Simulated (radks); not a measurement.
The numbers below are computed, except where a source is named.
Task: Coherent X-ray form factor from a spherical all-electron density. Level of theory: non-relativistic Kohn-Sham, TPSS, spin-polarised, spherical densities, point nucleus; meta-GGA in the generalised Kohn-Sham scheme (a radial shooting solver on a logarithmic mesh with Libxc functionals).

| sin(theta)/lambda (1/angstrom) | f0 (electrons) |
|---|---|
| 0.05 | 15.948 |
| 0.1 | 15.794 |
| 0.15 | 15.544 |
| 0.2 | 15.205 |
| 0.25 | 14.789 |
| 0.3 | 14.310 |
| 0.4 | 13.217 |
| 0.5 | 12.044 |
| 0.6 | 10.891 |
| 0.8 | 8.912 |
| 1 | 7.501 |
| 1.25 | 6.350 |
| 1.5 | 5.522 |
| 2 | 4.091 |

The species is in the configuration that NIST lists as its ground one. Which atom or ion scatters so?

Result: The zinc ion Zn14+, [Ne] 3s2 3p4. Extrapolating in s^2 from the first two rows gives f0(0) = 16.0, near the electron count 16; among species with that count, the fall with angle is slower the higher Z, and the table is that of Z = 30; from so few rows the species is fixed only to a neighbour or two.
